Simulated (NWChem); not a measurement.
Molecule: SiNH$_{4}$Br; SMILES N[SiH2]Br

```xyz
7

Si     0.5712     1.0472     0.0507
N     -0.7272     2.1710     0.1284
Br     0.0088    -1.1140    -0.3750
H      1.4618     1.4503    -1.0587
H      1.2426     1.0294     1.3681
H     -1.3646     2.1468     0.9165
H     -1.2168     2.4308    -0.7207
```
Atoms are numbered in this order, from 1.

Computed with NWChem. Pople sets run with spherical d functions. The geometry was optimised at B3LYP/6-31G* (spherical d). GIAO values for the isolated, static molecule; σ is the absolute isotropic shielding, δ = σ(reference) − σ with the isolated reference molecule computed at the same levels (1H: tetramethylsilane, 15N: ammonia, 29Si: tetramethylsilane). Spin-orbit effects, on the heavy nuclei and on their neighbours, are missing.

| level | δ Si1 (ppm) | δ N2 (ppm) | σ Br3 (ppm) | δ H4 (ppm) | δ H6 (ppm) |
|---|---|---|---|---|---|
| B3LYP/6-311G** | -18.1 | 41.7 | 2461.0 | 5.47 | 1.12 |
| PBE0/pcSseg-1 | -17.8 | 35.9 | 2512.7 | 5.47 | 1.24 |
| BHandHLYP/pcSseg-1 | ___ | ___ | ___ | ___ | 1.24 |
| PBE/pcSseg-1 | -19.3 | 42.4 | 2430.1 | 5.67 | 1.20 |

Task: Some entries are withheld; supply them.

Result: 
- BHandHLYP/pcSseg-1, δ Si1 (ppm): -19.9
- BHandHLYP/pcSseg-1, δ N2 (ppm): 32.6
- BHandHLYP/pcSseg-1, σ Br3 (ppm): 2557.8
- BHandHLYP/pcSseg-1, δ H4 (ppm): 5.18
